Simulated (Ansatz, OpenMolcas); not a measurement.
**GaSiH7O (SMILES [SiH3][OH+][GaH3-]): the HOMO–LUMO gap, rung by rung**

GaSiH7O: 10 atoms, total charge 0, spin state singlet. SMILES: `[SiH3][OH+][GaH3-]`. Geometry: relaxed at PBE0-D4/def2-TZVP.

Quantity: the HOMO–LUMO gap, in eV. The values are calculated.

```
                                level                    kind     program  value (eV)  CPU time
   SVWN5/6-31G* (spherical functions)                     LDA      Ansatz        4.73     5.2 s
  revPBE/6-31G* (spherical functions)                     GGA  OpenMolcas        4.99      49 s
    TPSS/6-31G* (spherical functions)                meta-GGA  OpenMolcas        5.34      61 s
  M06-2X/6-31G* (spherical functions)         hybrid meta-GGA  OpenMolcas        8.84      57 s
 wB97M-V/6-31G* (spherical functions)  range-separated hybrid      Ansatz       10.89   1.8 min
   wB97X/6-31G* (spherical functions)  range-separated hybrid      Ansatz       11.47      35 s
  B2PLYP/6-31G* (spherical functions)           double hybrid  OpenMolcas        9.28      25 s
PBE-QIDH/6-31G* (spherical functions)           double hybrid      Ansatz       10.69      13 s
```

All-electron rows without a relativistic Hamiltonian named are non-relativistic. The values span 4.73 to 11.47 eV. Orbital gaps aren't excitation energies, and those of double hybrids come from the SCF part alone; they tend to grow with the share of exact exchange. CPU times are rough (shared hosts, several kinds of processor and program).
